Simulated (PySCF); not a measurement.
CH₄ClFOSi, SMILES C([Si@H](Cl)F)O. Atoms are numbered in the order given.

```xyz
9

O     -2.1626     0.9967     0.2867
C     -1.5968    -0.2017    -0.2303
Si     0.1687    -0.4193     0.3886
F      0.7094    -1.8944    -0.0285
Cl     1.4120     0.9874    -0.4625
H     -2.3264     0.8766     1.2314
H     -1.5871    -0.1115    -1.3291
H     -2.2052    -1.1005    -0.0002
H      0.2501    -0.2945     1.8641
```
Charge 0, spin multiplicity 1.

The structure is a stationary point at B3LYP-D3(BJ)/def2-SVP. The structure was generated by enumeration; whether it is a known compound was not checked. Other conformers were not sampled.

Calculation: M06-2X/def2-TZVP run with PySCF.

Isolated molecule, no solvent.

```
Quantity                                                                                                       Result
---------------------------------------------------------------------------------------------  ----------------------
total energy                                                                                       -965.38259 hartree
highest occupied level                                                                                       -9.44 eV
lowest empty level                                                                                            0.64 eV
orbital gap                                                                                                  10.08 eV
dipole moment                                                                                                  2.31 D
quadrupole, principal values (traceless, Buckingham form, about the centre of nuclear charge)  -10.13, 1.79, 8.33 D·Å
mean static polarisability                                                                       50.6 bohr³ (7.50 Å³)
polarisability, principal values                                                               46.0, 48.0, 57.9 bohr³
```
